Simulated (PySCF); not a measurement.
**How methods differ on the excitation energy of Tm²⁺**

Tm²⁺ [Xe] 4f13 (2F) → Tm²⁺ [Xe] 4f12 6s1, s spin flipped, as a difference of total energies. Calculation: PySCF 2.14, in cc-pVDZ-X2C (8s7p5d3f1g, 84 functions); scalar relativity by spin-free X2C-1e. Correlated levels: valence: [Kr] 4d10 frozen. The calculations carry no spin-orbit coupling.

| method | excitation energy (eV) |
| --- | --- |
| UHF | 0.351 |
| MP2 (valence) | 4.364 |
| SCS-MP2 (valence) | 3.829 |

Task: How much does correlation contribute at MP2 (valence)?

Result: 4.364 − (0.351) = 4.013 eV, measured against UHF.

The upper determinant mixes two multiplicities, so it lies between the two terms.

The basis was made for the ground configuration and has no added diffuse functions, so the excitation energy can come out too high.

The determinant of the upper state mixes LS terms, which raises its energy above the lowest term, most at the Hartree-Fock and MP2 levels.
